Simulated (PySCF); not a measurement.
C2H4Si, SMILES C#C[SiH3]. Geometry optimised at TPSSh-D3(BJ)/def2-TZVP.

TDDFT-B3LYP/def2-SVPD (PySCF 2.14.0) puts the lowest singlet excitations at 6.07, 6.25, 6.25, 7.46, 7.46, 7.87 eV.

**Question.** What are the lowest excitation roots from PySCF with ADC(2)/aug-cc-pVDZ? (Estimate from the structure and the level; the computed values follow.)

**Answer.** 6.83, 7.10, 7.10, 7.88, 7.88, 8.51 eV. S1 differs by 0.76 eV (second minus first; roots are paired by order, and the bases may differ).
